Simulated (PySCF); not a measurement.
Geometry:
```json
{"atom": "C1", "x (Å)": "-2.563", "y (Å)": "-0.704", "z (Å)": "-0.834"}
{"atom": "C2", "x (Å)": "-1.283", "y (Å)": "-0.937", "z (Å)": "-0.047"}
{"atom": "C3", "x (Å)": "-0.733", "y (Å)": "0.325", "z (Å)": "0.587"}
{"atom": "F4", "x (Å)": "-0.537", "y (Å)": "1.296", "z (Å)": "-0.408"}
{"atom": "Si5", "x (Å)": "0.975", "y (Å)": "0.128", "z (Å)": "1.402"}
{"atom": "O6", "x (Å)": "2.054", "y (Å)": "-0.202", "z (Å)": "0.187"}
{"atom": "Si7", "x (Å)": "2.431", "y (Å)": "0.342", "z (Å)": "-1.341"}
{"atom": "H8", "x (Å)": "-3.366", "y (Å)": "-0.321", "z (Å)": "-0.184"}
{"atom": "H9", "x (Å)": "-2.396", "y (Å)": "0.035", "z (Å)": "-1.631"}
{"atom": "H10", "x (Å)": "-2.921", "y (Å)": "-1.634", "z (Å)": "-1.300"}
{"atom": "H11", "x (Å)": "-1.451", "y (Å)": "-1.670", "z (Å)": "0.761"}
{"atom": "H12", "x (Å)": "-0.512", "y (Å)": "-1.377", "z (Å)": "-0.703"}
{"atom": "H13", "x (Å)": "-1.475", "y (Å)": "0.739", "z (Å)": "1.296"}
{"atom": "H14", "x (Å)": "1.340", "y (Å)": "1.401", "z (Å)": "2.091"}
{"atom": "H15", "x (Å)": "0.976", "y (Å)": "-1.001", "z (Å)": "2.375"}
{"atom": "H16", "x (Å)": "3.793", "y (Å)": "-0.163", "z (Å)": "-1.673"}
{"atom": "H17", "x (Å)": "1.457", "y (Å)": "-0.191", "z (Å)": "-2.337"}
{"atom": "H18", "x (Å)": "2.428", "y (Å)": "1.834", "z (Å)": "-1.386"}
```

Geometry: PBE0-D3(BJ)/def2-SVP; GIAO absolute shieldings from PySCF 2.14, gas phase, non-relativistic, averaged over equivalent atoms.

At KT2/pcSseg-1 (188 basis functions, 62 s wall time on 1 thread of an Arm Neoverse N1, shared host):
```json
{"atoms": "C3", "σ (ppm)": "90.3"}
{"atoms": "C2", "σ (ppm)": "153.6"}
{"atoms": "C1", "σ (ppm)": "170.3"}
{"atoms": "F4", "σ (ppm)": "413.1"}
{"atoms": "Si5", "σ (ppm)": "381.6"}
{"atoms": "Si7", "σ (ppm)": "392.3"}
{"atoms": "O6", "σ (ppm)": "332.5"}
{"atoms": "H14", "σ (ppm)": "25.92"}
{"atoms": "H16/H17/H18", "σ (ppm)": "26.00"}
{"atoms": "H15", "σ (ppm)": "26.22"}
{"atoms": "H13", "σ (ppm)": "26.86"}
{"atoms": "H12", "σ (ppm)": "28.98"}
{"atoms": "H11", "σ (ppm)": "29.83"}
{"atoms": "H8/H9/H10", "σ (ppm)": "29.97"}
```

Q: Estimate the result of repeating the calculation with PBE0/pcSseg-1.

A: 
```csv
atoms,σ at PBE0/pcSseg-1,change
C3,92.8,+2.5
C2,156.9,+3.3
C1,171.9,+1.6
F4,433.7,+20.6
Si5,372.8,-8.8
Si7,385.6,-6.7
O6,338.0,+5.5
H14,26.16,+0.24
H16/H17/H18,26.27,+0.27
H15,26.49,+0.27
H13,27.12,+0.26
H12,29.14,+0.16
H11,30.05,+0.22
H8/H9/H10,30.05,+0.08
```

The largest change is at F4 (fluorine on an sp3 carbon). Cost: 188 basis functions, 69 s wall time on 1 thread of an Arm Neoverse N1, shared host. The order of the carbon signals is the same at both levels.
